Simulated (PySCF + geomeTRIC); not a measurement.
Species: C3H4O, SMILES `OC1C=C1` (H–O–C–C torsion 114°) (charge 0, multiplicity 1).

Q: Give a relaxed geometry from PySCF + geomeTRIC with PBE-D3(BJ)/def2-TZVP.

A: This is not unique; one that fits is the end point of this relaxation, one of several conformers (outside a Z-matrix the atoms follow the SMILES, hydrogens last).
Z-matrix (Å, degrees):
```
C
H 1 1.0989
O 1 1.4250 2 112.54
H 3 0.9723 1 107.55 2 -38.95
C 1 1.4771 2 121.46 3 145.73
C 5 1.3089 1 64.38 2 107.92
H 6 1.0853 5 148.68 1 174.03
H 5 1.0855 6 149.02 7 0.62
```
